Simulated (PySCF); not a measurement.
A species of formula C2H8ClGeP has this rotational fingerprint, computed with PBE0-D3(BJ)/def2-SVP geometry optimisation, gas phase in PySCF 2.14.0:

| Property | Result |
| --- | --- |
| Rotational constants | A = 2653, B = 1108, C = 940.0 MHz |
| Dipole components | \|μa\| = 0.80 D, \|μb\| = 1.25 D, \|μc\| = 1.70 D |
| Inertial defect | -108.98 u·Å² |
| κ | -0.80 |

**Question.** Which structure is it? (One computed conformer of each.)
A. `[CH3:1][CH2:2][Ge@@H:3]([PH2:4])[Cl:5]` with C1–C2–Ge3–P4 58°, C2–Ge3–P4–H -90° and 176°
B. `[PH2:1][GeH2:2][CH2:3][CH2:4][Cl:5]` with H–P1–Ge2–C3 86° and 180°, P1–Ge2–C3–C4 45°, Ge2–C3–C4–Cl5 61°

**Answer.** B. It is [PH2][GeH2][CH2]CCl, an asymmetric top, point group C1. The candidates at the same level (rigid rotor, commonest isotopes):

```
                  SMILES  A (MHz)  B (MHz)  C (MHz)  μa (D)  μb (D)  μc (D)  Δ (u·Å²)  point group           rotor
C[CH2][Ge@@H]([PH2])[Cl]     2182     1611     1039    2.30    0.33    0.98    -59.13           C1  asymmetric top
     [PH2][GeH2][CH2]CCl     2653     1108    940.0    0.80    1.25    1.70   -108.98           C1  asymmetric top
```

`C[CH2][Ge@@H]([PH2])[Cl]` has B 45 % too high. No structure here is proved a minimum.
